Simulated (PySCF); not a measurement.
All values below come from M06-2X/def2-TZVP // PBE0-D3(BJ)/def2-SVP (PySCF). Gas-phase values, no solvent. One relaxed conformer stands for a flexible species; it need not be the lowest. Delta-SCF ions had no search for a lower state. 

Reference species (SMILES): `CO[Si](I)(OC)OC` (neutral, multiplicity 1).

| Property | Result |
|---|---|
| HOMO–LUMO gap | 9.86 eV |
| S1 oscillator strength | 0.017 |
| vertical ionisation energy (Delta-SCF) | 9.66 eV |

After one change: the HOMO–LUMO gap drops by 2.52 eV; the S1 oscillator strength falls by 0.017; the vertical ionisation energy (Delta-SCF) stays essentially unchanged.

**Question.** Name the change that produced these shifts. The new species is one of these.
A. `I[Si](I)(I)I`
B. `CO[Si](I)(I)OC` (C–O–Si–I torsion 180°, I–Si–O–C torsion -62°)
C. `CO[Si](I)(I)I` (C–O–Si–I torsion 60°)

**Answer.** C, `CO[Si](I)(I)I` (C–O–Si–I torsion 60°)
